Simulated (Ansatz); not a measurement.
Correlation energies of `S[SiH2][SnH3]` by basis set

```
atom   x (Å)   y (Å)   z (Å)
  S1   2.486  -0.376   0.213
 Si2   0.720   0.026  -0.937
 Sn3  -1.381  -0.112   0.526
  H4   2.235   0.560   1.144
  H5   0.802   1.349  -1.614
  H6   0.717  -1.035  -1.977
  H7  -1.181   0.904   1.886
  H8  -2.778   0.391  -0.318
  H9  -1.619  -1.708   1.078
```

Charge 0, multiplicity 1. Correlated methods include outer-core shells of Sn, which these sets cover unevenly. Sn: def2 effective core potential. Geometry: relaxed with PBE0-D4/def2-TZVP. It is one conformer, not always the lowest. Frozen core, restricted reference, the Gaussian-basis code of Ansatz.

| basis | HF (Eh) | MP2 corr. |
| --- | --- | --- |
| def2-SVP | -903.08733 | -0.35199 |
| def2-TZVPP | -903.34041 | -0.64428 |
| def2-QZVPP | -903.36248 | -0.88224 |

Task: Estimate the CCSD correlation energy and the (T) correction in each basis where they were run (hartree).

Result: 
| basis | CCSD corr. | (T) |
| --- | --- | --- |
| def2-SVP | -0.41059 | -0.01130 |
| def2-TZVPP | -0.69073 | -0.02384 |
